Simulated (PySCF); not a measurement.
PySCF input for FH3OSi, SMILES O[SiH2]F, C-PCM-PBE0/def2-SVP. The structure is a stationary point at B3LYP-D3(BJ)/def2-TZVP. A frequency run showed that this geometry is not a minimum. One conformer was computed; it need not be the lowest.

```python
import numpy as np
from pyscf import gto, scf, dft
from pyscf.solvent import pcm

mol = gto.M(
    atom='''
    Si   -0.47350111    0.04023023    0.00000000
    O     0.36074208   -1.36494040    0.00000000
    F     0.55631541    1.27099197    0.00000000
    H    -1.29202435    0.13942660   -1.22143505
    H    -1.29202436    0.13942660    1.22143504
    H     1.32028894   -1.36148098    0.00000000
    ''',
    basis='def2-SVP',
    charge=0,
    spin=0,
    max_memory=1600,
    verbose=3,
)
mf = dft.RKS(mol, xc='pbe0').density_fit(auxbasis='def2-universal-jkfit')
mf.grids.level = 3
mf.conv_tol = 1e-9
mf.max_cycle = 100
mf.kernel()
res = {}
for name, eps in {'water': 78.355, '1-octanol': 9.8629, '2-propanol': 19.264}.items():
    s = mf.PCM()
    s.with_solvent.method, s.with_solvent.eps, s.with_solvent.lebedev_order = 'C-PCM', eps, 29
    s.kernel(mf.make_rdm1())
    res[name] = (s.e_tot, eps, s.dip_moment(), s.mo_energy, s.converged)
    print(f'{name}: electrostatic solvation free energy {(s.e_tot - mf.e_tot) * 627.509474:.3f} kcal/mol')
```

Program output:

```
converged SCF energy = -465.923708691803

WARN: PCM is an experimental feature. It is still in testing.
Features and APIs may be changed in the future.

converged SCF energy = -465.930305047951
Dipole moment(X, Y, Z, Debye):  0.69899, -0.54083,  0.00000
water: electrostatic solvation free energy -4.139 kcal/mol

WARN: PCM is an experimental feature. It is still in testing.
Features and APIs may be changed in the future.

converged SCF energy = -465.929673573016
Dipole moment(X, Y, Z, Debye):  0.68639, -0.53509,  0.00000
1-octanol: electrostatic solvation free energy -3.743 kcal/mol

WARN: PCM is an experimental feature. It is still in testing.
Features and APIs may be changed in the future.

converged SCF energy = -465.930025092767
Dipole moment(X, Y, Z, Debye):  0.69338, -0.53828,  0.00000
2-propanol: electrostatic solvation free energy -3.964 kcal/mol
```

The calculation finished and met its thresholds.
